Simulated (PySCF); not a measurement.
Pb(H)(OMe) (CH₄OPb), SMILES [O](C)[PbH] (connectivity only; charge and spin as stated), neutral, multiplicity 1. Atoms are numbered in the order given.

```xyz
7

Pb     0.0001    -0.4587     0.0000
H     -1.8288    -0.0348     0.0000
O      0.5818     1.5613     0.0000
C     -0.2382     2.6813     0.0000
H     -0.0408     3.3134     0.8884
H     -0.0408     3.3134    -0.8884
H     -1.3210     2.4404     0.0000
```
Charge 0, spin multiplicity 1.

Geometry: PBE0-D3(BJ)/def2-SVP. The def2 effective core potentials stand for the cores of Pb; spin–orbit coupling is left out.

These are PySCF with TDDFT-B3LYP/def2-SVPD values and carry that method's errors.

Vertical excitations. Gas-phase values at a fixed geometry. State labels are in the subgroup Cs.

**Question.** Give excitation energies, oscillator strengths and character. (The exact figures need the calculation; the answer reports its results.)

**Answer.** 
| state | symmetry | energy (eV) | λ (nm) | f | main pairs |
|---|---|---|---|---|---|
| S1 | A" | 3.12 | 397 | 0.008 | HOMO→LUMO 100 % |
| S2 | A" | 3.40 | 364 | 0.002 | HOMO−2→LUMO 99 % |
| S3 | A' | 3.88 | 320 | 0.051 | HOMO−1→LUMO 95 % |
| S4 | A' | 5.24 | 237 | 0.020 | HOMO→LUMO+1 93 % |
| S5 | A" | 5.43 | 228 | 0.003 | HOMO−1→LUMO+1 99 % |
| S6 | A' | 5.79 | 214 | 0.114 | HOMO−2→LUMO+1 83 % |
| S7 | A' | 6.18 | 201 | 0.298 | HOMO→LUMO+2 86 % |
| S8 | A" | 6.28 | 198 | 0.005 | HOMO−1→LUMO+2 99 % |
| S9 | A' | 6.59 | 188 | 0.105 | HOMO−2→LUMO+2 89 % |
| S10 | A" | 7.03 | 176 | 0.005 | HOMO−3→LUMO 59 %, HOMO−1→LUMO+3 38 % |
| T1 | A" | 2.53 | 491 | 0 | HOMO→LUMO 100 % |
| T2 | A' | 2.93 | 424 | 0 | HOMO−1→LUMO 99 % |
| T3 | A" | 3.20 | 388 | 0 | HOMO−2→LUMO 99 % |
| T4 | A' | 4.64 | 267 | 0 | HOMO→LUMO+1 94 % |
Triplets are in the Tamm–Dancoff approximation, which puts them higher than full response would, so one can lie above its singlet here.
